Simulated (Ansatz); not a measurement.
Start from `CN[SiH](F)OC` and change one atom or group to get `CO[SiH](F)[O][GeH3]`.

Ansatz, PBE0-D4/def2-TZVP geometries, multiplicity 1. Each molecule was computed in one conformer, which needn't be the lowest.

Scalar relativity is left out up to krypton.

```tsv
property	`CN[SiH](F)OC`
HOMO–LUMO gap (PBE/def2-TZVPP) / eV	5.82
HOMO energy (B3LYP/def2-TZVPP) / eV	-6.91
HOMO–LUMO gap (B3LYP/def2-TZVPP) / eV	7.51
LUMO energy (PBE0/def2-TZVPP) / eV	0.92
size of the dipole moment (B3LYP/def2-TZVPP) / D	2.44
LUMO energy (B3LYP/def2-TZVPP) / eV	0.60
```

Question: Give the same properties after the change, and the shifts. (An estimate is asked.)

Answer: Computed: 
```tsv
property	`CO[SiH](F)[O][GeH3]`	shift
HOMO–LUMO gap (PBE/def2-TZVPP) / eV	6.25	0.43
HOMO energy (B3LYP/def2-TZVPP) / eV	-8.39	-1.48
HOMO–LUMO gap (B3LYP/def2-TZVPP) / eV	8.28	0.77
LUMO energy (PBE0/def2-TZVPP) / eV	0.13	-0.79
size of the dipole moment (B3LYP/def2-TZVPP) / D	1.74	-0.70
LUMO energy (B3LYP/def2-TZVPP) / eV	-0.11	-0.71
```

With PBE0 the HOMO falls by 1.49 eV and the LUMO falls by 0.79 eV, so the gap widens by about 0.70 eV. PBE moves the HOMO by -1.28 eV and ωB97M-V by -1.55 eV. Dipoles are sizes alone; their direction can turn.

B3LYP here is the variant with VWN-RPA as its local correlation; programs differ in this.
